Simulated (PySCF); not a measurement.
SCF from a fresh guess for doublet PtH5, at the PBE0 minimum. PySCF input:

```python
from pyscf import gto, scf, dft
mol = gto.M(atom='''
Pt     0.002264    -0.002264     0.010251
H      0.951550    -0.951550     0.781692
H      1.377012     0.642433    -0.459869
H     -0.769723     1.354462    -0.922558
H     -1.354462     0.769723    -0.922558
H     -0.642433    -1.377012    -0.459869''',
    basis={'Pt': 'def2-TZVP', 'H': 'def2-TZVP'},
    ecp={'Pt': 'def2-TZVP'},
    charge=0, spin=1)
mf = dft.UKS(mol, xc='PBE0')
mf.grids.atom_grid = (50, 194)
aux = {'Pt': 'def2-universal-JKFIT', 'H': 'def2-universal-JKFIT'}
mf = mf.density_fit(auxbasis=aux)
mf.conv_tol = 1e-08
mf.diis_space = 10
mf.max_cycle = 60
mf.init_guess = 'minao'
mf.verbose = 4
mf.kernel()
```

Excerpt of the output (cycles alone):

```
init E= -106.78655280953
cycle= 1 E= -121.890430045982  delta_E= -15.1  |g|= 0.925  |ddm|= 5.26
cycle= 2 E= -119.601570872731  delta_E= 2.29  |g|= 2.47  |ddm|= 4.01
cycle= 3 E= -122.266126427177  delta_E= -2.66  |g|= 0.0588  |ddm|= 3.62
cycle= 4 E= -122.26719084405  delta_E= -0.00106  |g|= 0.0521  |ddm|= 0.102
cycle= 5 E= -122.268250927282  delta_E= -0.00106  |g|= 0.0193  |ddm|= 0.041
cycle= 6 E= -122.268453740637  delta_E= -0.000203  |g|= 0.00525  |ddm|= 0.0183
cycle= 7 E= -122.268489588236  delta_E= -3.58e-05  |g|= 0.00135  |ddm|= 0.0116
cycle= 8 E= -122.268492776655  delta_E= -3.19e-06  |g|= 0.000654  |ddm|= 0.00377
cycle= 9 E= -122.26849316048  delta_E= -3.84e-07  |g|= 0.000242  |ddm|= 0.00121
cycle= 10 E= -122.268493211555  delta_E= -5.11e-08  |g|= 2.24e-05  |ddm|= 0.000496
cycle= 11 E= -122.268493212262  delta_E= -7.07e-10  |g|= 5.07e-06  |ddm|= 5.71e-05
Extra cycle  E= -122.268493212305  delta_E= -4.29e-11  |g|= 4.36e-06  |ddm|= 1.18e-05
converged SCF energy = -122.268493212305  <S^2> = 0.7530908  2S+1 = 2.0030884
```

No lower solution of this spin was found from smeared starts or by a stability analysis within the unrestricted form.

Open d and f shells are described by one determinant, and the ground state may have another occupation or spin. No spin–orbit coupling is included, which matters more the heavier the element.

The search for the lowest solution, 3 starts and the stability check together, took 17 s on 2 threads of a shared Arm Neoverse N1 host, with 70 basis functions; the process peaked at 0.49 GiB. Launch command: `OMP_NUM_THREADS=2 python axn.py task.json out`.
